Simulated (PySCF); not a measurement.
Gas-phase reaction: 2 GaCl2 + 2 H ⇌ GaH2Cl + GaCl3. Level: PBE0/def2-QZVP†; standard pressure 1 bar.

Energies from PySCF, thermal terms from the rigid-rotor harmonic-oscillator model, ideal gas at 1 bar. † marks an energy on the PBE0/def2-TZVP geometry and frequencies. Open shells (unrestricted): GaCl2 (multiplicity 2), H (multiplicity 2); the rest are closed-shell singlets. Ga: all electrons, no relativistic terms. GaCl2, GaH2Cl: computed as isolated molecules; such fragments, hydroxides, amides, oligomers or adducts are transient or little studied in the gas. The harmonic model lacks anharmonicity and excited electronic states, which grow with temperature; levels with a mode under 35 cm⁻¹ are left out. Soft modes under 120 cm⁻¹ make the harmonic entropy rough for GaCl2.

| T (K) | 1000/T (1/K) | log10 K |
|---|---|---|
| 600 | 1.6667 | 39.73 |
| 800 | 1.2500 | 26.45 |
| 1000 | 1.0000 | 18.46 |
| 1200 | 0.8333 | 13.14 |
| 1400 | 0.7143 | ? |
| 1600 | 0.6250 | 6.48 |

**Question.** Fit log10 K = a + b·(1000/T) to the five rows, get the mean ΔH° and ΔS°, and predict log10 K at 1400 K.

**Answer.** Means: 1000/T = 1.0750, log10 K = 20.852. Sums of products about the means: Sxy = 20.66055, Sxx = 0.647278, so b = Sxy/Sxx = 31.92 and a = 20.852 − (31.92)×1.0750 = -13.46.
ΔH° = −R ln 10 × 1000 K × b = −19.145 × (31.92) = -611 kJ; ΔS° = R ln 10 × a = -258 J/K. The run's own values go from -610 kJ and -255 J/K at 600 K to -611 kJ and -258 J/K at 1600 K.
Prediction at 1400 K: -13.46 + (31.92)×0.7143 = 9.34. The computed value is 9.33, 0.01 from the line.
For scale, ΔH°(298 K) is -605 kJ at this level, -635 kJ at ωB97M-V/def2-TZVP†, and runs from -671 to -473 kJ over the 20 levels computed.
